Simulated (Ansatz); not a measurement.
Ca, charge +1, doublet. Base run: CAM-B3LYP/6-311G** in Ansatz (a first-principles code).

Geometry (Å):
```xyz
1

Ca     0.0000     0.0000     0.0000
```
Charge +1, spin multiplicity 2.
Orbitals are unrestricted.
All else is at Ansatz's defaults.
Base energy -677.36039 Eh.

Variants of this job, named by their change:

| change | ΔE vs base (mEh) |
|---|---|
| base | 0.000 |
| nuclear_model = gaussian | 0.912 |
| fitting.mean_field = def2-universal-JKFIT | -0.012 |
| accuracy = high | -0.005 |
| lower_state_search = full | 0.000 |
| point_charge = charge:0.5 position_ang:-0.4219, -2.9169, -0.5604 | 78.625 |
| final_grid = 4, 8, 17 | -0.004 |
| point_charge = charge:-1.0 position_ang:-1.7887, -0.1365, 2.4046 | -201.1 |
| lower_state_search = light | 0.000 |
| final_grid = 14, 28, 59 | 0.000 |
| final_grid = 10, 20, 41 | 0.000 |
